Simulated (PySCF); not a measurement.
## Electron correlation in In⁺ (indium, charge +1)

[Kr] 4d10 5s2, closed-shell 1S. All numbers are calculated (PySCF 2.14, scalar relativity through the core potential, in def2-SVP with the def2 core potential (28 electrons)). Frozen: 4s2 4p6 4d10; 2 electrons correlated.

Total MP2 correlation energy: -20.73 mhartree.

Same-spin part 0.00 and opposite-spin part -20.73 mhartree; SCS-MP2 scales them by 1/3 and 6/5 to -24.88 mhartree.

With two correlated electrons CCSD is exact within the correlated space (frozen core and kept virtual orbitals).

```
level  correlation energy (mhartree)
 CCSD                         -31.19
```

Diagnostics: T1 = 0.0030, D1 = 0.0043, largest double amplitude 0.098.

Cost of the coupled-cluster step: 0.05 s of wall time on 1 thread of Neoverse-V1 (shared host), for 2 correlated electrons.

Iterations:

```
CC2 = 0
CCSD nocc = 1, nmo = 17
frozen orbitals [0, 1, 2, 3, 4, 5, 6, 7, 8]
max_cycle = 100
direct = 0
conv_tol = 1e-08
conv_tol_normt = 1e-06
diis_space = 8
diis_start_cycle = 0
Init t2, MP2 energy = -189.036022135813  E_corr(MP2) -0.0207321560576339
Init E_corr(CCSD) = -0.0207321560605472
cycle = 1  E_corr(CCSD) = -0.0272788416443934  dE = -0.00654668558  norm(t1,t2) = 0.0448224
cycle = 2  E_corr(CCSD) = -0.0295862619634354  dE = -0.00230742032  norm(t1,t2) = 0.0187075
cycle = 3  E_corr(CCSD) = -0.0312103415547687  dE = -0.00162407959  norm(t1,t2) = 0.00833265
cycle = 4  E_corr(CCSD) = -0.0311916292896842  dE = 1.87122651e-05  norm(t1,t2) = 0.000380167
cycle = 5  E_corr(CCSD) = -0.0311935513448664  dE = -1.92205518e-06  norm(t1,t2) = 3.1912e-05
cycle = 6  E_corr(CCSD) = -0.0311916708207034  dE = 1.88052416e-06  norm(t1,t2) = 7.25819e-06
cycle = 7  E_corr(CCSD) = -0.0311921762369664  dE = -5.05416263e-07  norm(t1,t2) = 2.16269e-06
cycle = 8  E_corr(CCSD) = -0.031192100649496  dE = 7.55874704e-08  norm(t1,t2) = 3.95288e-07
cycle = 9  E_corr(CCSD) = -0.031192098169401  dE = 2.48009499e-09  norm(t1,t2) = 3.11479e-08
CCSD converged
E(CCSD) = -189.0464820779249  E_corr = -0.03119209816940104
```
